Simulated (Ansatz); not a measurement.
H4AlOSi, SMILES `[OH][Al-][SiH3]` (excited triplet; H–O–Al–Si torsion 95°) (charge -1, multiplicity 3). This triplet is an excited state, 1.13 eV above the relaxed singlet at the level frozen-core CCSD(T)/aug-cc-pVDZ // PBE0-D3(BJ)/def2-TZVPD (Ansatz, a first-principles code).

Level of theory: PBE0/aug-cc-pVTZ // PBE0-D3(BJ)/def2-TZVPD (Ansatz).

Ansatz 0.2 input:
```yaml
crystal:
  periodic: [false, false, false]
  atoms:
    - { symbol: O, position_ang: [2.361518, 0.40994, -0.558387] }
    - { symbol: Al, position_ang: [1.187725, -0.79736, -0.003559] }
    - { symbol: Si, position_ang: [-1.130621, -0.173864, 0.501156] }
    - { symbol: H, position_ang: [2.89035, 0.772148, 0.152536] }
    - { symbol: H, position_ang: [-1.431391, 0.831514, 1.596579] }
    - { symbol: H, position_ang: [-1.867949, -1.405255, 0.956139] }
    - { symbol: H, position_ang: [-2.009626, 0.362879, -0.611559] }
basis:
  gaussian: { orbitals: aug-cc-pVTZ }
hamiltonian:
  xc: pbe0
total_charge: -1
magnetization:
  spin_polarized: true
  initial_magnetization: 2
```

Output:

```
Functional definition: PBE0
1184 factors; their error is unknown
mean field evaluation 1: about -16578.4754 eV, gradient 1.6e1 eV
mean field evaluation 2: about -16577.9044 eV, gradient 2.4e1 eV
mean field evaluation 4: about -16580.0817 eV, gradient 1.3e0 eV
mean field evaluation 8: about -16580.0999 eV, gradient 4.9e-2 eV
mean field evaluation 16: about -16580.1609 eV, gradient 7.1e-5 eV
mean field evaluation 32: about -16579.2726 eV, gradient 1.5e0 eV
mean field -16580.16091458 eV, -609.3096751740 hartree, gradient 3.7e-5 eV, S^2 2.003491; 5 other end points of the search recorded, 0 dependent functions left out
reference -16580.16098270 eV, -609.3096776773 hartree; 21, 19 occupied and 217, 219 virtual orbitals, 1184 factors
Total energy: -16580.16098270 eV, -609.3096776773 hartree
```
